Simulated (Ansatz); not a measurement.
`[F][Zn][C]1=CC1` + H₂S → `SC1=CC1` + `[F][ZnH]` at 400 K and 1 bar (substitution at a C–Zn bond).

Program: Ansatz. Geometries: PBE0-D4/def2-TZVP. ΔE: electronic, gas phase. CBS: MP2 limit from def2 TZ/QZ plus the TZ coupled-cluster correction, frozen cores. This one scheme is used for every species. For Zn outer-core shells are correlated without core-valence functions, which leaves a few kJ/mol of doubt a bond. Scalar relativity is left out up to krypton. One conformer a species, not always the lowest.

```csv
species,CCSD(T)/CBS energy (Eh),H − E (kJ/mol),S (J/(mol·K))
`[F][Zn][C]1=CC1`,-1994.07751,156.5,356.9
H₂S,-398.97279,53.4,215.9
`SC1=CC1`,-514.23842,171.9,316.3
`[F][ZnH]`,-1878.79355,36.6,246.9
```

H − E and S are ideal-gas, rigid-rotor, harmonic terms from PBE0-D4/def2-TZVP, for one conformer and one mirror image of each species. 1 Eh = 2625.50 kJ/mol, R = 8.31446 J/(mol·K).

Problem. By hand: ΔE, ΔH, ΔS and ΔG.

Solution. ΔE = (-514.23842) + (-1878.79355) − (-1994.07751) − (-398.97279) = 0.01833 Eh = 48.1 kJ/mol. Δ(H − E) = 171.9 + 36.6 − 156.5 − 53.4 = -1.4, so ΔH = 46.7 kJ/mol. ΔS = 316.3 + 246.9 − 356.9 − 215.9 = -9.6 J/(mol·K). ΔG = 46.7 − 400 × (-9.6)/1000 = 50.5 kJ/mol.

Problem. By hand: the equilibrium constant, and the temperature at which ΔG would vanish if ΔH and ΔS stayed fixed.

Solution. log₁₀ K = −ΔG/(RT ln 10) = -6.6. ΔH and −TΔS have one sign here, so there is no such temperature.

The number of gas molecules stays the same, so ΔS is small and ΔH decides. A doubt of 5 kJ/mol in ΔE shifts log₁₀ K by 0.7 here. Other conformers and mirror images would add mixing entropy, several J/(mol·K) or more a flexible species. These are equilibria of isolated gas molecules and say nothing of rates. Largest T1 diagnostic: 0.018 (customary marks: 0.02 for closed shells, 0.045 for open ones).

ΔS is within the doubt of such terms, so its sign, and with it that verdict, could turn.
